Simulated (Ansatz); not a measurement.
`NC[SiH2]O` + `BO[SiH]([SiH3])Cl` → `O[SiH2][SiH]([SiH3])Cl` + `BOCN`  (redistribution)

Gas-phase electronic energies from Ansatz, PBE0-D4/def2-TZVP geometries. CCSD(T)/CBS adds triple-zeta CCSD(T) − MP2 to the extrapolated MP2 energy (def2 sets, frozen cores). DFT in def2-TZVPP. One conformer a species, not always the lowest.

`NC[SiH2]O`:

Cartesian coordinates in Å:
```
N 0.612 -0.983 -0.868
C -0.388 0.088 -0.789
Si -0.447 0.626 1.014
O 1.116 0.813 1.495
H 0.852 -1.198 -1.827
H 0.255 -1.837 -0.456
H -1.375 -0.170 -1.199
H -0.020 0.942 -1.366
H -1.137 -0.430 1.813
H -1.164 1.912 1.204
H 1.696 0.238 0.981
```

`BO[SiH]([SiH3])Cl`:

```xyz
11

B     2.270   -0.942    0.169
O     1.208   -0.259   -0.312
Si   -0.008    0.543    0.471
Si   -2.012    0.169   -0.669
Cl    0.415    2.552    0.419
H     3.024   -1.433   -0.621
H     2.428   -1.045    1.357
H    -0.015    0.138    1.900
H    -2.319   -1.286   -0.682
H    -1.886    0.668   -2.062
H    -3.104    0.895    0.030
```

`O[SiH2][SiH]([SiH3])Cl`:

```xyz
12

O    -0.162   -2.885    0.833
Si   -0.312   -1.286    1.203
Si   -0.285   -0.030   -0.782
Si    0.262    2.230   -0.534
Cl    1.216   -0.945   -1.911
H     0.482   -3.108    0.156
H    -1.589   -1.131    1.943
H     0.805   -0.805    2.066
H    -1.545   -0.178   -1.560
H     0.346    2.895   -1.860
H     1.569    2.347    0.164
H    -0.788    2.896    0.284
```

`BOCN`:

```xyz
10

B    -1.538    0.794   -0.295
O    -0.213    0.848   -0.111
C     0.501   -0.195    0.580
N     1.471   -0.842   -0.218
H    -2.170   -0.143    0.122
H    -2.048    1.701   -0.887
H    -0.225   -0.925    0.948
H     0.992    0.287    1.427
H     2.171   -0.199   -0.562
H     1.058   -1.327   -1.004
```

```tsv
level	ΔE (kcal/mol)
B2PLYP	32.0
MP2/def2-TZVPP	34.4
```

**Question.** What does CCSD(T)/CBS give? (An estimate is asked.)

**Answer.** The calculation gave: +32.3 kcal/mol. The listed levels differ from it by -0.3, 2.1 kcal/mol.

Largest T1 diagnostic among the species: 0.013.

From PBE to PBE0 (25 % exact exchange), in def2-TZVPP and without D4, ΔE moves by +2.7 kcal/mol.
